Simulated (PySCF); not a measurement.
## Ionisation energy of Au by level of theory

Au [Xe] 4f14 5d10 6s1 (2S) → Au⁺ [Xe] 4f14 5d10 (1S), as a difference of total energies. All numbers are calculated (PySCF 2.14, a scalar-relativistic core potential, in def2-TZVPPD with the def2 core potential (60 electrons) (6s5p3d2f1g, 59 functions)). Correlated levels: valence: 5s2 5p6 frozen; valence and next inner shell: nothing frozen outside the core potential. The calculations carry no spin-orbit coupling.

```json
{"method": "UHF", "ionisation energy (eV)": "7.685"}
{"method": "LDA", "ionisation energy (eV)": "9.889"}
{"method": "PBE", "ionisation energy (eV)": "9.529"}
{"method": "PBE0", "ionisation energy (eV)": "9.214"}
{"method": "r2SCAN", "ionisation energy (eV)": "9.484"}
{"method": "MN15", "ionisation energy (eV)": "9.497"}
{"method": "TPSS", "ionisation energy (eV)": "9.350"}
{"method": "wB97X-V", "ionisation energy (eV)": "8.852"}
{"method": "r2SCANh", "ionisation energy (eV)": "9.390"}
{"method": "MP2 (valence)", "ionisation energy (eV)": "9.067"}
{"method": "SCS-MP2 (valence)", "ionisation energy (eV)": "8.883"}
{"method": "MP2 (valence and next inner shell)", "ionisation energy (eV)": "9.253"}
{"method": "SCS-MP2 (valence and next inner shell)", "ionisation energy (eV)": "9.017"}
```

Q: How much does correlation contribute at MP2 (valence and next inner shell)?

A: 9.253 − (7.685) = 1.568 eV, measured against UHF.

Errors of the correlated levels include the incompleteness of this basis and the frozen core.

For comparison: 9.226 eV (measured; NIST Atomic Spectra Database, ionization energies).
